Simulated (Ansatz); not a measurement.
[Ga(OH)6]3- (GaO₆H₆³⁻). Total charge -3; singlet. Geometry PBE-D4/def2-SVPD.

| atom | x (Å) | y (Å) | z (Å) |
| --- | --- | --- | --- |
| Ga1 | -0.0019 | -0.0005 | -0.0019 |
| O2 | 0.5101 | -0.9399 | -1.8157 |
| H3 | 1.2859 | -0.3438 | -1.8780 |
| O4 | -0.5059 | 0.9403 | 1.8136 |
| H5 | -1.2758 | 0.3380 | 1.8858 |
| O6 | 1.1437 | -1.5236 | 0.8953 |
| H7 | 1.2250 | -1.9497 | 0.0162 |
| O8 | -1.1484 | 1.5232 | -0.8946 |
| H9 | -1.2288 | 1.9459 | -0.0138 |
| O10 | -1.8401 | -1.0007 | 0.2153 |
| H11 | -2.2623 | -0.2914 | -0.3133 |
| O12 | 1.8388 | 1.0033 | -0.2226 |
| H13 | 2.2596 | 0.2990 | 0.3137 |

A multiply charged anion in the gas phase is held together partly by the finite basis. At PBE-D4/def2-SVPD, PBE-D4/def2-TZVPD, PBE0-D4/def2-SVPD, PBE0-D4/def2-TZVPD and others the highest occupied level of the charge -3 singlet lies above zero (up to 7.18 eV). The electron is either unbound and held by the finite basis, or the level is raised by self-interaction error.

(1) Estimate the orbital energies around the gap (eV) in Ansatz with PBE-D4/def2-SVPD, PBE-D4/def2-TZVPD, PBE0-D4/def2-SVPD, PBE0-D4/def2-TZVPD, ωB97X-V/def2-TZVPD.

## Answers

(1) 
```csv
orbital,PBE-D4/def2-SVPD,PBE-D4/def2-TZVPD,PBE0-D4/def2-SVPD,PBE0-D4/def2-TZVPD,ωB97X-V/def2-TZVPD
HOMO−5,6.87,6.72,5.54,5.50,3.06
HOMO−4,6.97,6.78,5.56,5.50,3.06
HOMO−3,7.09,6.90,5.69,5.63,3.15
HOMO−2,7.09,6.90,5.69,5.63,3.15
HOMO−1,7.18,7.00,5.77,5.72,3.29
HOMO,7.18,7.00,5.77,5.72,3.29
LUMO,9.42,8.73,9.97,9.25,10.30
LUMO+1,10.89,9.45,11.54,9.98,11.14
LUMO+2,11.09,9.56,11.70,10.06,11.16
LUMO+3,11.09,9.56,11.70,10.06,11.16
LUMO+4,11.40,9.96,12.00,10.47,11.59
LUMO+5,11.40,9.96,12.00,10.47,11.59
```
